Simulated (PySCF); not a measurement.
Dipole response of Si⁺ (silicon, charge +1)

[Ne] 3s2 3p1, 2P determinant. All numbers are calculated (PySCF 2.14, no relativity, point nucleus, in aug-cc-pV(T+d)Z with one added diffuse shell each of s, p, d, f type (7s6p5d3f, 71 functions)). Coupled (time-dependent) response in atomic units; α is the mean over directions.

```csv
method,mean α (bohr³),"α xx, yy, zz",C₆ (like pair),S(−4)
UHF,19.64,"19.19, 20.54, 19.19",105.9,156.7
PBE,19.18,"18.50, 20.56, 18.50",101.6,151.1
PBE0,19.15,"18.58, 20.30, 18.58",101.7,148.9
M06-L,18.73,"18.11, 19.98, 18.11",101.0,135.0
r2SCAN0,19.13,"18.62, 20.17, 18.62",104.0,140.6
```

S(−4) is the Cauchy moment in α(ω) = α(0) + S(−4) ω² + …

α(iu) at PBE0:

| u (hartree) | α(iu) (bohr³) |
| --- | --- |
| 0 | 19.15 |
| 0.0500 | 18.79 |
| 0.100 | 17.78 |
| 0.200 | 14.67 |
| 0.300 | 11.41 |
| 0.500 | 6.760 |
| 0.750 | 3.845 |
| 1.00 | 2.451 |
| 1.50 | 1.268 |
| 2.00 | 0.8002 |
| 3.00 | 0.4315 |
| 5.00 | 0.2065 |

A single London oscillator, α(iu) = α/(1 + u²/ω²), gives C₆ = (3/4) ω α². Matching the computed C₆ needs ω = 4 × 101.7 / (3 × 19.15²) = 0.370 hartree.

For an ion, C₆ is the dispersion term alone; charge-induced terms of lower order in 1/R come first.

The components differ because the open shell of this determinant is not spherical; for a pure term their mean is the scalar polarisability.
